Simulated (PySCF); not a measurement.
## Exercise with solution: oscillator strength and radiative lifetime

CH₄BFO, SMILES CB(O)F.

Geometry: PBE0-D3(BJ)/def2-SVP. One conformer was computed; it need not be the lowest.

TDA-LC-ωPBE/def2-SVPD run with PySCF puts the first singlet state with f over 0.02 at 9.56 eV (vertical), with the transition dipole (0.000, 0.000, -0.324) in atomic units.

Task: Find the oscillator strength, the wavelength and the radiative lifetime that this transition would have in vacuum if emission retraced absorption.

Result: 
|μ|² = 0.1050 au, so |μ| = 0.82 D. ΔE = 9.56/27.211 = 0.3513 hartree. f = (2/3) ΔE |μ|² = 0.025 (the program prints 0.025).
λ = 1239.84/9.56 = 130 nm; ν = 77107 cm⁻¹.
Einstein's coefficient A = 0.6670 ν² f s⁻¹ (ν in cm⁻¹) = 9.8e7 s⁻¹, so τ = 1/A = 10 ns. This state is S2; the lower singlet has f = 0.013. The figure is the radiative limit of this one transition; relaxation, internal conversion, crossing to triplets and a medium change what is measured.
